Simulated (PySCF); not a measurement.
C₅H₄ClFO (charge +1 and doublet state).
Geometry (GFN2-xTB, Å), atoms numbered from 1 in this order:
```xyz
12
C5H4ClFO angstrom
C      1.951   -0.701   -0.243
C      0.656   -0.378   -0.137
O     -0.339   -1.299   -0.026
C     -1.510   -0.696    0.227
Cl    -2.853   -1.655    0.478
C     -1.396    0.675    0.263
C      0.011    0.998   -0.094
F      0.644    1.912    0.670
H      2.270   -1.730   -0.196
H      2.705    0.063   -0.343
H     -2.158    1.393    0.504
H      0.020    1.419   -1.128
```

As a line formula: `[CH2+][C]1OC(Cl)=C[C@H]1F` [radical] (charge +1).

Computed with UKS B3LYP, pcH-1 on C Cl F H O, non-relativistic, mean-field spin-orbit, GIAO in PySCF 2.14.0. The structure is a single GFN2-xTB conformer in the gas phase; no vibrational or solvent corrections. The geometry wasn't refined by DFT: couplings that depend on bond lengths, twists or pyramidal angles can differ widely from those at the functional's own minimum, by a factor of two or more for some ions and for spin on atoms past the first row. Stability of the SCF solution: not tested.

Problem. Break the g tensor into its mass correction, gauge correction and orbital-Zeeman/spin–orbit terms.

Solution. 
```tsv
Δg (ppt)	1	2	3
relativistic mass correction	-0.20	-0.20	-0.20
gauge correction	0.00	0.05	0.05
orbital Zeeman/spin–orbit	-0.34	2.56	5.26
total	-0.54	2.41	5.11
```

So g = 2.00178, 2.00473, 2.00743 and g_iso = 2.00465; the tensor is rhombic: the two nearest values differ by 48 % of g3 − g1. Axes: g2 points within 14° of the C1–H9 bond and g3 points within 13° of the C2–O3 bond.

Problem. At 9.698 GHz, how far is the centre of the isotropic spectrum from where a free electron (g = 2.002319) resonates?

Solution. B = hν/(g μB) with μB/h = 13.99624 MHz/mT gives 346.05 mT for the free electron and 345.65 mT at g_iso, 0.40 mT lower.

Problem. What are the electron Larmor frequencies g μB B/h along the three axes at 3350 mT?

Solution. 93.8583, 93.9967, 94.1232 GHz for g1, g2 and g3, a range of 264.9 MHz.

Problem. In a frozen sample, at which fields do the three g values resonate at 9.5, 34, 94 and 263 GHz (hyperfine left aside), and which band first spreads them over more than twice a line width of 0.5 mT?

Solution. 
```
band    GHz  B(g3) mT  B(g2) mT  B(g1) mT  spread mT
   X    9.5    338.12    338.58    339.08       0.95
   Q   34.0   1210.12   1211.74   1213.53       3.42
   W   94.0   3345.62   3350.12   3355.06       9.44
   J  263.0   9360.61   9373.20   9387.03      26.42
```

The spread grows in proportion to the frequency. Q band is the first where it exceeds 1.0 mT.

The Mulliken spin populations are largest on C6 (+0.50), C1 (+0.29), O3 (+0.21) and H12 (+0.06). Three atoms exceed +0.15.

The HOMO–LUMO gaps are 5.80 eV among the α and 2.35 eV among the β orbitals.

The SMILES draws the unpaired electron on C2; the largest computed Mulliken spin population is on C6 (0.50 against 0.00).
